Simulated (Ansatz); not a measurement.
Zn₇H₂₀Se₇. Total charge 0; singlet. Geometry r2SCAN-D4/def2-SVP; atoms count from 1.

```xyz
34

Zn   -0.4425    0.8365    2.4484
Zn    2.0787   -2.3544   -2.0695
Zn    0.8441    3.3784    1.5666
Zn   -0.5884   -1.8155    2.7122
Zn   -3.4751   -0.2404   -0.3123
Zn   -1.7288    2.0675   -2.0286
Zn   -1.4611    3.3796    0.2334
Se    1.4318   -3.7502    0.0309
Se    1.3512   -0.6737    1.3559
Se   -2.6292    1.5902    1.4756
Se    3.5407   -0.4068   -1.1344
Se   -0.0979   -1.0233   -2.3691
Se    0.6585    2.1103   -0.7579
Se   -1.8328   -1.9875    0.4613
H     0.3777    2.2281    2.7817
H    -0.9651   -0.3168    3.5372
H     2.7033   -3.1519   -3.2513
H     2.1707    4.1682    1.7595
H    -0.3971   -3.1368    3.5111
H    -4.9802   -0.5526   -0.5204
H    -2.4433    0.7902   -1.1835
H    -1.5088    2.1116   -3.5727
H    -0.6581    4.3420    1.2788
H    -2.2432    3.5752   -1.1933
H     2.8244   -3.8146    0.5140
H     1.6410   -5.0114   -0.7289
H     2.2505   -0.3266    2.4684
H    -3.0518    2.1514    2.7728
H     4.2611   -1.2764   -0.1892
H     4.5964   -0.6386   -2.1574
H     0.3730   -0.4183   -3.6349
H    -0.7299   -2.1420   -3.0987
H     0.9332    3.3386   -1.5299
H    -2.8027   -3.0301    0.8244
```

Single mean-field runs in def2-TZVP are fitted with def2-universal-jkfit. In the singlet geometry the species has come apart into loosely held pieces.

Question: Estimate the Mulliken populations of the heavy atoms from the PBE0/def2-TZVP orbitals of Ansatz.

Answer: 
| atom | charge (e) | d electrons |
| --- | --- | --- |
| Zn1 | 0.24 | 10.07 |
| Zn2 | 0.19 | 10.05 |
| Zn3 | 0.09 | 10.04 |
| Zn4 | 0.13 | 10.04 |
| Zn5 | 0.02 | 10.06 |
| Zn6 | 0.00 | 10.05 |
| Zn7 | 0.19 | 10.06 |
| Se8 | -0.10 | – |
| Se9 | -0.50 | – |
| Se10 | -0.23 | – |
| Se11 | -0.12 | – |
| Se12 | -0.14 | – |
| Se13 | -0.40 | – |
| Se14 | -0.40 | – |
Mulliken values depend strongly on the basis.

Question: And the Mayer bond orders between heavy atoms (over 0.3)?

Answer: Zn1–Se9 0.45 (2.59 Å); Zn1–Se10 0.57 (2.51 Å); Zn2–Se8 0.51 (2.60 Å); Zn2–Se11 0.49 (2.61 Å); Zn2–Se12 0.53 (2.57 Å); Zn3–Se13 0.45 (2.65 Å); Zn4–Se9 0.43 (2.63 Å); Zn4–Se14 0.57 (2.58 Å); Zn5–Se10 0.34 (2.70 Å); Zn5–Se14 0.60 (2.52 Å); Zn6–Se13 0.38 (2.70 Å); Zn7–Se10 0.61 (2.47 Å); Zn7–Se13 0.36 (2.66 Å).
